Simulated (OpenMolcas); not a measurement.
## B: the spin-orbit constant, thermal populations, worked from levels

| Property | Result |
| --- | --- |
| Program | OpenMolcas 26.06 |
| Basis | ANO-R1 [3s2p1d] |
| Scalar Hamiltonian | X2C, finite nucleus |
| Active space | 3 electrons in 4 orbitals (2s 2p) |
| State averaging | 2S+1 = 4 odd, 1 root (0 in the spin-orbit step); 2S+1 = 2 odd, 3 roots; 2S+1 = 4 even, 3 roots |
| Spin-orbit coupling | RASSI with atomic mean-field integrals over the reference wave functions, term energies averaged over their components |

Methods: CASSCF; SS-CASPT2, IPEA 0.25 Eh, imaginary shift 0.1 Eh (closed shells correlated: 1s). Measured levels: NIST Handbook of Basic Atomic Spectroscopic Data.

**The spin-orbit constant.** For the Hund term 2P* of p1, E(J) = (A/2) J(J+1) + constant and ζ = 2S·A = A. From J = 1/2 to J = 3/2 the energy changes by 1.5 A.

```json
{"Source": "CASSCF", "E(3/2) - E(1/2)": "14.2", "A": "9.5", "ζ": "9"}
{"Source": "SS-CASPT2", "E(3/2) - E(1/2)": "14.2", "A": "9.5", "ζ": "9"}
{"Source": "measured", "E(3/2) - E(1/2)": "15.3", "A": "10.2", "ζ": "10"}
```

All in cm-1. SS-CASPT2 is off by -7.2 % and CASSCF by -7.2 %. Both methods take the spin-orbit matrix elements from the reference wave functions, so the second can move ζ only through the term energies and any multistate remixing.

**Thermal populations.** Z = Σ (2J + 1) exp(-E/kT) with k = 0.695035 cm-1/K, over the levels below. No other level of either list lies under 40000 cm-1, which is above 7 kT at each temperature.

```
         Level  2J + 1  SS-CASPT2  measured
2s2 2p 2P* 1/2       2        0.0       0.0
2s2 2p 2P* 3/2       4       14.2      15.3
 2s 2p2 4P 1/2       2      26769     28870
 2s 2p2 4P 3/2       4      26774     28875
 2s 2p2 4P 5/2       6      26782     28881
```

```json
{"T (K)": "3000", "Z, SS-CASPT2": "5.973", "Z, measured levels": "5.971", "Ground level (%), SS-CASPT2": "33.5", "Ground level (%), measured levels": "33.5"}
{"T (K)": "5000", "Z, SS-CASPT2": "5.989", "Z, measured levels": "5.985", "Ground level (%), SS-CASPT2": "33.4", "Ground level (%), measured levels": "33.4"}
{"T (K)": "8000", "Z, SS-CASPT2": "6.087", "Z, measured levels": "6.056", "Ground level (%), SS-CASPT2": "32.9", "Ground level (%), measured levels": "33.0"}
```

At 8000 K, kT = 5560 cm-1, and the computed levels give Z = 2.000 + 3.990 + 0.016 + 0.032 + 0.049 = 6.087.

Without dynamic correlation excited terms often stand tens of per cent too high (terms of higher spin than the ground term too low), and those without a measured partner can miss by more than the paired ones (holds for CASSCF). Measured partners are found by configuration, term and J. A level has none where our copy of the source lacks it or the pairing is in doubt (some pairs that miss far off the trend of their configuration count as doubtful), and it then counts in no deviation. Levels of configurations outside the active space are missing.

* marks odd parity.
